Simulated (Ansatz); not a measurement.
Input and output for the cluster B₃W₃.

```yaml
crystal:
  periodic: [false, false, false]
  atoms:
    - {symbol: W, position_ang: [0.213951, -1.434925, -0.065792]}
    - {symbol: W, position_ang: [-1.543092, 0.061380, 0.655926]}
    - {symbol: W, position_ang: [0.461270, 1.353234, 0.255147]}
    - {symbol: B, position_ang: [0.488156, -0.225977, 1.587003]}
    - {symbol: B, position_ang: [1.058022, 0.048477, -1.236467]}
    - {symbol: B, position_ang: [-0.678298, 0.197811, -1.195817]}
basis:
  gaussian: {orbitals: def2-mTZVPP}
magnetization: {spin_polarized: false, initial_magnetization: 1}
hamiltonian: {xc: {name: wB97M-V}}
scf: {lower_state_search: off}
output: {forces: true}
```

```sh
$ ansatz run in.yaml --threads 4 --pin off --events-out ev --progress --plain --max-ram 4787MiB
```

Shortened log:

```
Functional definition: wB97M-V
1750 factors; integrals over basis functions are off by at most 9.8e-4 eV
394 factors; integrals over basis functions are off by at most 4.0e-6 eV
mean field evaluation 1: about -7481.1339 eV, gradient 5.8e1 eV
mean field evaluation 2: about -7481.3540 eV, gradient 5.8e1 eV
mean field evaluation 4: about -7485.8634 eV, gradient 4.0e1 eV
mean field evaluation 8: about -7489.6557 eV, gradient 8.4e-1 eV
mean field evaluation 16: about -7489.6821 eV, gradient 7.6e-2 eV
mean field evaluation 32: about -7489.6825 eV, gradient 2.5e-4 eV
mean field -7489.68247402 eV, -275.2407542312 hartree, gradient 6.8e-6 eV, S^2 0.750000; 0 other end points of the search recorded, 0 dependent functions left out
reference -7489.68251956 eV, -275.2407559045 hartree; 29, 28 occupied and 136, 137 virtual orbitals, 1750 factors
Total energy: -7489.68251956 eV, -275.2407559045 hartree
Atom 0 at     0.213951    -1.434925    -0.065792 Å, force     0.270812     0.796668    -0.024590 eV/Å
Atom 1 at    -1.543092     0.061380     0.655926 Å, force     0.084861     0.035196    -0.371392 eV/Å
Atom 2 at     0.461270     1.353234     0.255147 Å, force     0.128725    -0.805216    -0.209004 eV/Å
Atom 3 at     0.488156    -0.225977     1.587003 Å, force    -0.055800     0.061808    -0.493935 eV/Å
Atom 4 at     1.058022     0.048477    -1.236467 Å, force    -0.377444    -0.034489     0.590381 eV/Å
Atom 5 at    -0.678298     0.197811    -1.195817 Å, force    -0.051154    -0.053966     0.508540 eV/Å
Dipole moment:    -0.540704    -0.004457     0.455371 e Å
Checks for a lower state left out: stability, starts, cluster_reference, orbital_swaps, neighbouring_geometries, increment
```

Run time 39 s (4 threads of Arm Neoverse V1 on a shared host), peak host memory 0.64 GiB.

In the def2 sets W takes a core potential; there is no spin–orbit coupling.

With spin_polarized false and unpaired electrons the run is restricted open-shell.
